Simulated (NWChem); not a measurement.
Molecule: tert-butyl chloride (C4H9Cl); SMILES CC(C)(C)Cl

```xyz
14

C     -0.3057     1.4208    -0.8025
C      0.0000     0.0000    -0.3564
C      1.3833    -0.4456    -0.8025
C     -1.0776    -0.9751    -0.8025
Cl     0.0000     0.0000     1.4747
H     -0.3172     1.4709    -1.9037
H     -1.2873     1.7471    -0.4301
H      0.4556     2.1217    -0.4312
H      2.1567     0.2413    -0.4301
H      1.6096    -1.4554    -0.4312
H      1.4324    -0.4608    -1.9037
H     -1.1152    -1.0101    -1.9037
H     -2.0652    -0.6663    -0.4312
H     -0.8694    -1.9884    -0.4301
```
Atoms are numbered in this order, from 1.

Results from NWChem. Geometry: optimised at PBE0/def2-SVP. GIAO values for the isolated, static molecule; σ is the absolute isotropic shielding, δ = σ(reference) − σ with the isolated reference molecule computed at the same levels (13C: tetramethylsilane, 1H: tetramethylsilane).

Task: Predict the results for BHandHLYP/pcSseg-1. Quantities: δ C1 (ppm); δ C2 (ppm); σ Cl5 (ppm); δ H6 (rotor mean) (ppm).

Result: 
- δ C1 (ppm): 35.6
- δ C2 (ppm): 68.9
- σ Cl5 (ppm): 695.1
- δ H6 (rotor mean) (ppm): 1.51
